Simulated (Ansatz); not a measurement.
Basis-set extrapolation for CH8AlB2N (`BC[N](B)[AlH2]`) (PBE0-D4/def2-TZVP geometry, frozen core, the Gaussian-basis code of Ansatz). Multiplicity 1, RHF reference.

```
                      def2-TZVPP   def2-QZVPP
                 HF  -388.340117  -388.354719
    MP2 correlation    -0.666723    -0.710561
CCSD(T) correlation    -0.749969      not run
```

Energies in hartree. Use E(X) = E(∞) + A·exp(−7.88·√X) for Hartree–Fock and E(X) = E(∞) + B·X^(−2.97) for correlation, with X = 3 and 4, and add CCSD(T) minus MP2 of the smaller set to the MP2 limit.

Problem. What is the CCSD(T) energy at the basis-set limit?

Solution. HF limit: -388.354719 + (-0.014602) × 0.13774 = -388.35673. MP2 limit: -0.710561 + (-0.043838) × 0.74074 = -0.74303. Higher-order term: -0.749969 − (-0.666723) = -0.08325. Total: -389.18301 hartree, 244.0 kJ/mol below CCSD(T)/def2-TZVPP.
